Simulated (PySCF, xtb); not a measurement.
System: CaF₂, singlet: symmetric bend, bond length relaxed. Scanned: F-Ca-F angle. Other coordinates (Ca-F bond length) were minimised at B3LYP/def2-TZVP. Each profile is relative to its own lowest point.

| a / ° | A | B | C |
|---|---|---|---|
| 180 | 0.0 | 2.1 | 0.0 |
| 170 | 0.1 | 2.0 | 0.0 |
| 160 | 0.5 | 1.6 | 0.0 |
| 150 | 1.3 | 1.1 | 0.2 |
| 140 | 2.8 | 0.6 | 0.6 |
| 130 | 5.1 | 0.1 | 1.6 |
| 120 | 8.3 | 0.0 | 3.3 |
| 110 | 12.0 | 0.5 | 6.0 |
| 100 | 16.9 | 1.7 | 10.1 |
| 90 | 23.8 | 4.2 | 16.1 |
| 80 | 33.1 | 8.9 | 24.9 |

Energies in kcal/mol.

Question: Assign the columns to these levels of theory: CCSD on RHF/def2-TZVP, 7 core orbitals frozen run with PySCF; GFN1-xTB in xtb; PySCF with restricted M06-2X/6-31G*, spherical d.

Answer: A is RKS-M06-2X/6-31G*; B is GFN1-xTB; C is CCSD.
